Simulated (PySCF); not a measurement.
Shifts of the heteroatoms

Atoms are numbered as in `[CH2:1]=[C:2]([SiH2:3][NH2:4])[C:5](=[O:6])[CH2:7][CH3:8]` (H(Xn): hydrogen on atom n). Ha(C1) is cis to Si3; Hb(C1) is trans to Si3.

PySCF calculation with PBE0/pcSseg-1 with gauge-including orbitals and structure optimised with GFN2-xTB; no solvent model, rapidly exchanging positions averaged, no relativistic terms, single conformer.

Q: Where does ²⁹Si resonate?

A: 
```tsv
atoms	environment	σ (ppm)	δ (ppm)
Si3	silicon bonded to C, N, 2 H	384.5	-36.1
```

Shieldings were converted by a linear fit to measured shifts: ²⁹Si: δ = 279.94 − 0.822σ (rms 8.9 ppm, 72 shifts, 25.8 ppm with the 6 outliers that the fit left out vs TMS, solution or neat liquid). Occasional misses reach two or three times the rms, and more in compound classes unlike the fitted ones.

On a 500 MHz spectrometer ²⁹Si resonates near 99.3 MHz, so 1 ppm is 99.3 Hz.

Q: Predict the ¹⁵N NMR data.

A: 
```tsv
atoms	environment	σ (ppm)	δ (ppm)
N4	nitrogen bonded to Si, 2 H	256.7	-384.6
```

Shieldings were converted by a linear fit to measured shifts: ¹⁵N (scatter 6.3 ppm rms vs CH3NO2, solution or neat liquid). Occasional misses reach two or three times the rms, and more in compound classes unlike the fitted ones.

On a 600 MHz spectrometer ¹⁵N resonates near 60.8 MHz, so 1 ppm is 60.8 Hz.

Q: What are the ¹⁷O shifts?

A: 
```csv
atoms,environment,σ (ppm),δ (ppm)
O6,ketone oxygen,-321.7,559.7
```

Shieldings were converted by a linear fit to measured shifts: ¹⁷O (scatter 10.7 ppm rms, 12.2 ppm with the 3 outliers that the fit left out vs liquid water, solution or neat liquid). Occasional misses reach two or three times the rms, and more in compound classes unlike the fitted ones.

On a 400 MHz spectrometer ¹⁷O resonates near 54.2 MHz, so 1 ppm is 54.2 Hz.
